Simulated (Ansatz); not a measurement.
Gas-phase electronic energies from Ansatz, PBE0-D4/def2-TZVP geometries. CBS: MP2 limit from def2 TZ/QZ plus the TZ coupled-cluster correction, frozen cores. This one scheme is used for every species, atoms too. DFT in def2-TZVPP. HSE06 is defined as in plane-wave codes. Open shells (•) are unrestricted, without spin–orbit coupling. Spin–orbit coupling would lower the free atoms: a little for B, F, O, Si. One conformer a species, not always the lowest.

`FBO[SiH3]` → B• + F• + 4 H• + O• + Si•  (atomization)

```tsv
level	ΔE (kJ/mol)
r2SCANh-D4	3038.8
BLYP	3014.4
r2SCAN0	3006.7
HSE06	3008.4
CAM-B3LYP	3067.2
CCSD/def2-SVP	2863.0
MP2/def2-TZVPP	3045.9
CCSD(T)/def2-TZVPP	2979.1
```

**Question.** What does CCSD(T)/CBS give? (Best estimate.)

**Answer.** Computed: +3053.4 kJ/mol. The listed levels differ from it by -14.6, -39.0, -46.7, -45.0, 13.8, -190.4, -7.5, -74.3 kJ/mol.

Largest T1 diagnostic among the species: 0.014.

Leaving LDA and LC-ωPBE aside and taking each functional with its dispersion term where it has one, the values, not all of them listed here, spread over 98.6 kJ/mol, from BHLYP-D4 to CAM-B3LYP-D4. LDA lies +384.6 kJ/mol from PBE without D4, its usual overbinding. In def2-TZVPP, CCSD(T) changes the Hartree–Fock value by +628.6 kJ/mol (the triples alone add +34.1 kJ/mol) and MP2 by +695.4 kJ/mol; breaking electron pairs costs correlation energy, which Hartree–Fock lacks.

For atomizations the MP2-based limit and the directly extrapolated one differ by several kJ/mol either way, and by 10 to 25 for some Ge, Se and Sn compounds, so smaller differences from it don't rank the levels.
